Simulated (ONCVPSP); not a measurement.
**Cutoff test, thulium, ONCV**

```
Element                 : Tm
Generator               : ONCVPSP 4.0.1
Type                    : optimised norm-conserving Vanderbilt (ONCV)
Functional              : PBE
Relativity              : scalar-relativistic
Frozen core             : [Kr] 4d10
Valence charge          : 23
Reference configuration : 4f13 5s2 5p6 6s1.75 6p0.25
Partial waves           : 5s+6s: rc 2.10 bohr, ncon 5, nbas 8, qcut 4.6 1/bohr, 2 projectors; 5p+6p: rc 2.10 bohr, ncon 5, nbas 9, qcut 6.5 1/bohr, 3 projectors, debl 1 Ha; d scattering state at 0.08 Ha: rc 1.90 bohr, ncon 3, nbas 7, qcut 5 1/bohr, 2 projectors, debl 1.8 Ha; 4f: rc 1.15 bohr, ncon 5, nbas 10, qcut 13.9 1/bohr, local
Local potential         : the f channel
Core correction         : polynomial model core, fcfact 0.25
```

In the d channel the program set the typed energies aside and used 0.050, 1.850 Ha.

Task: For each optimised wave give the share of its norm inside rc, the residual kinetic energy above qcut (Ha) and the cutoffs (Ha) for errors of 10, 1, 0.1 and 0.01 mHa per electron.

Result:

```
         wave  norm inside rc  residual KE  10 mHa  1 mHa  0.1 mHa     0.01 mHa
           5s           0.966      1.4e-03     6.6   12.2     34.8         40.7
           6s           0.062      5.3e-04     2.9    9.4     20.9         42.1
           5p           0.881      7.5e-06     6.2   13.0     17.4         20.7
           6p           0.021      1.1e-06     3.7    6.0     13.1         17.9
p projector 3           0.093      1.5e-05     5.8   13.0     18.2         22.3
d projector 1           0.391      7.5e-05     7.3   10.0     12.2         26.5
d projector 2           0.117      2.7e-04     8.4   11.1     13.8         22.4
           4f           0.823      8.8e-04    84.2   96.5    313.3  not reached
```

The occupied waves need 96 Ha and 313 Ha for 1 and 0.1 mHa. Note: ghosts flagged at negative energy: s at -437.6 eV, p at -29.3 eV; GHOST(+) flagged for d at 157.8 eV. A true bound ghost makes a file unfit for plane-wave use. Tests left out (the all-electron energies of this program are off by 10 to 40 meV for near-neutral 4f atoms).
